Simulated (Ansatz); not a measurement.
Reaction (redistribution): `C[N](C)[Ti]([F])([N](C)C)[N](C)C` + `C[S][Cd][NH2]` → `C[N](C)[Ti]([NH2])([F])[N](C)C` + `C[S][Cd][N](C)C`

Isolated molecules relaxed with PBE0-D4/def2-TZVP in Ansatz; ΔE leaves out vibrations. CCSD(T)/CBS is the MP2 limit (def2-TZVPP, def2-QZVPP) plus CCSD(T) − MP2 in def2-TZVPP, frozen cores. DFT in def2-TZVPP. HSE06 is defined as in plane-wave codes. Elements past krypton have def2 core potentials. For Cd, Ti outer-core shells are correlated without core-valence functions, which leaves a few kJ/mol of doubt a bond. Scalar relativity is left out up to krypton. Each species was taken in one conformer, which may not be the lowest.

```csv
level,ΔE (kJ/mol),difference from CCSD(T)/CBS
revPBE-D4,29.1,-3.7
BLYP-D4,27.9,-4.9
HSE06-D4,26.9,-5.9
CAM-B3LYP-D4,25.1,-7.7
B2PLYP,25.9,-6.9
r2SCAN0,23.8,-9.0
HSE06,22.1,-10.7
HF/def2-TZVPP,14.2,-18.6
HF/def2-QZVPP,14.0,-18.8
SCS-MP2/def2-QZVPP,31.0,-1.8
CCSD(T)/CBS,32.8,0
```

Largest T1 diagnostic among the species: 0.022, so the coupled-cluster value is less sure than usual.

In def2-TZVPP, CCSD(T) changes the Hartree–Fock value by +16.5 kJ/mol (the triples alone add +4.0 kJ/mol) and MP2 by +19.3 kJ/mol. Leaving LDA and LC-ωPBE aside and taking each functional with its dispersion term where it has one, the values, not all of them listed here, spread over 4.3 kJ/mol, from BHLYP-D4 to revPBE-D4. The D4 term adds +7.0 kJ/mol with B3LYP and +5.0 kJ/mol with PBE0; it sums over pairs of atoms, weighted by their polarisabilities, and B3LYP, whose exchange is more repulsive, gets the larger term.

B3LYP here is the variant with VWN-RPA as its local correlation; programs differ in this.
